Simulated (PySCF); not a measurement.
C₃H₈BrGeN.
Bonds: C1–C2 (double), C2–C3, C3–N4, N4–Ge5, Ge5–Br6. Hydrogens: H7, H8 on C1; H9 on C2; H10, H11 on C3; H12 on N4; H13, H14 on Ge5.

Level of theory: TDDFT wB97X-D/def2-SVPD, vertical, gas phase, core orbitals frozen in the response (PySCF). One conformer (not necessarily the lowest) at the PBE0-D3(BJ)/def2-SVP geometry, without solvent, vibrations or thermal averaging. Relativistic effects, spin–orbit coupling among them, are left out although an element past zinc is present. Torsions of this conformer, `[CH2:1]=[CH:2][CH2:3][NH:4][GeH2:5][Br:6]`: C1–C2–C3–N4 -2°, C2–C3–N4–Ge5 -104°, C3–N4–Ge5–Br6 -64°.

Predict the UV-vis stick spectrum at this level.

```tsv
state	E (eV)	E (hartree)	f	main configurations (H = HOMO, L = LUMO)
S1	6.24	0.2293	0.123	H→L (86%)
S2	6.41	0.2356	0.0097	H→L+1 (78%), H→L+3 (8%)
S3	6.49	0.2384	0.024	H-2→L (87%)
S4	6.70	0.2461	0.026	H-3→L (72%), H→L+2 (15%)
S5	6.75	0.2481	0.012	H→L+2 (67%), H-3→L (14%), H→L+3 (9%)
S6	7.24	0.2660	0.026	H→L+3 (41%), H→L+4 (21%), H-1→L+2 (9%)
S7	7.27	0.2671	0.017	H-1→L+1 (59%), H-1→L+5 (11%)
S8	7.33	0.2694	0.052	H-1→L (64%)
S9	7.56	0.2778	0.241	H-1→L+2 (59%), H-1→L (12%)
S10	7.63	0.2805	0.015	H-2→L+1 (76%)
```

Triplets (Tamm–Dancoff): T1 4.55 eV, H-1→L+2 (79%), H-1→L+3 (12%); T2 5.62 eV, H→L (78%), H→L+1 (9%); T3 6.04 eV, H-2→L (87%); T4 6.18 eV, H→L+1 (51%), H→L+3 (15%), H-3→L (8%).

The lowest singlet comes at 199 nm (602 kJ/mol) in the vacuum ultraviolet; it is of moderate strength; its leading configuration is HOMO→LUMO (86%). The most intense listed level is S9 at 7.56 eV (164 nm, f = 0.241), 1.32 eV above S1. Löwdin shares by element: HOMO nitrogen 56%, carbon 14% or more, bromine 14% (atoms not listed hold the other 17%); LUMO bromine 38%, germanium 29%, hydrogen 21% or more. Orbital energies (eV): HOMO-3 -10.12, HOMO-2 -9.95, HOMO-1 -9.40, HOMO -9.10, LUMO 1.25, LUMO+1 1.78, LUMO+2 2.05. Weighted by f, the mean energy of these states is 7.09 eV. The oscillator strengths of these states sum to 0.547; summed over the whole spectrum of an exact calculation they would give the number of electrons, 100 (Thomas–Reiche–Kuhn). No computed singlet lies in the visible range (380 to 750 nm); the lowest, at 199 nm, stands 2.98 eV above its violet end (3.26 eV). The vertical ionisation energy (ΔSCF) is 9.16 eV, 1.53 eV above S10. Singlets were solved by full linear response, triplets in the Tamm–Dancoff approximation.

On one thread of an Arm Neoverse V1, no GPU (shared host), this took 6.3 min of wall time.
